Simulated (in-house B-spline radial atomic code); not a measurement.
**Removing one electron from the germanium ion Ge²²⁺**

Closed shell [He] 2s2 2p6. Computed with a B-spline radial code for spherical atoms: Koopmans values of Dirac-Hartree-Fock plus a diagonal self-energy, in second order or with its direct term screened (direct RPA, with the hole-particle interaction, or full time-dependent Hartree-Fock), linearised in energy; no-pair Dirac-Coulomb Hamiltonian, finite nucleus. Shifts add to the Koopmans value (the ΔSCF shift is orbital relaxation alone); the final value takes TDHF screening with Breit and QED.

Command:
```bash
python run_mb.py task.json out
```
Settings (nuclear radius in fm, box in bohr, cutoff in hartree):
```
basis_form          2
Z                   32
core_configuration  [He] 2s2 2p6
rms_radius          4.0742
mass_number         74
speed_of_light      137.036
box_radius          4.388
lmax                7
intervals           59
virtual_cutoff      4096.0
```

Run time, properties included: 3.3 s on 1 thread of AMD EPYC 7R43 64-Core Processor, on a shared host.

Energies in eV:

```tsv
subshell	Koopmans	ΔSCF shift	second order	direct RPA	hole-particle	TDHF	Breit + QED	final
2p3/2	2181.28	-3.036	?	?	?	?	?	?
2p1/2	2214.72	-3.204	-1.767	-1.278	-1.554	-1.597	-2.061	2211.06
2s1/2	2371.48	-2.161	-2.956	-2.333	-2.693	-2.745	-2.109	2366.63
```

(1) What does the self-energy do to 2p3/2?

Answers

(1) It shifts the removal energy by -1.617 eV in second order, -1.161 with direct RPA, -1.420 with the hole-particle term and -1.460 with TDHF screening (quasi-particle weight 0.997); Breit and QED add -1.425 eV. The final value is 2178.39 eV, against 2178.2 ± 0.4 eV (NIST, measured).
